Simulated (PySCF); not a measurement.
A side-by-side comparison of computed properties.

First species: C₄H₉NSi₂.
SMILES: `N#C[C@@H]1C[Si@@H]1C[SiH3]`

Second species: C4H9NSi2.
SMILES: `C#C[C@@H]1[SiH2]N[SiH2]C1`

Levels: PBE0/def2-SVPD for HOMO energy, LUMO energy, HOMO–LUMO gap and static isotropic polarisability; TDDFT PBE0/def2-SVPD for lowest singlet excitation; TDA PBE0/def2-SVPD for lowest triplet excitation (Tamm–Dancoff); ΔSCF PBE0/def2-SVPD for vertical ionisation energy. Geometries: PBE0-D3(BJ)/def2-SVP. Each structure is a single optimised conformer of the isolated species, non-relativistic unless stated; the electronic structure was computed with PySCF and density fitting.

Dipoles, sizes and rotational constants follow the conformer. The torsions of the flexible species, by atom-mapped SMILES:
- `[N:1]#[C:2][C@@H:3]1[CH2:4][Si@@H:5]1[CH2:6][SiH3:7]`: C4–Si5–C6–Si7 -136°

The conformers of `C#C[C@H]1C[SiH2]N[SiH2]1` aren't listed.

```csv
property,column X,column Y
HOMO energy,-7.34 eV,-7.30 eV
LUMO energy,-0.37 eV,0.08 eV
HOMO–LUMO gap,6.97 eV,7.38 eV
lowest singlet excitation,6.05 eV,6.14 eV
lowest triplet excitation (Tamm–Dancoff),4.97 eV,5.19 eV
static isotropic polarisability,103.9 au,103.6 au
vertical ionisation energy,9.16 eV,9.01 eV
```

(1) Which column belongs to which species?

(2) How does each property change from the first species to the second?

Answers

(1) Column X is the first species and column Y the second. The first has 16 atoms and 68 electrons, the second 16 and 68.

(2) HOMO energy +0.04 eV; LUMO energy +0.45 eV; HOMO–LUMO gap +0.41 eV; lowest singlet excitation +0.09 eV; lowest triplet excitation (Tamm–Dancoff) +0.22 eV; static isotropic polarisability -0.3 au; vertical ionisation energy -0.15 eV.

On the first: The polarisability is 15.39 Å³ as a volume (1 au = 0.148185 Å³), or 1.53 au for each of the 68 electrons. S1 lies 0.92 eV below the HOMO–LUMO gap; its leading configuration is HOMO→LUMO, weight 0.72.

On the second: No computed singlet falls in the visible range (750 to 380 nm, 1.65 to 3.26 eV); S1 lies 2.88 eV above its blue end. S1 lies 1.24 eV below the HOMO–LUMO gap; its leading configuration is HOMO−1→LUMO, weight 0.72.
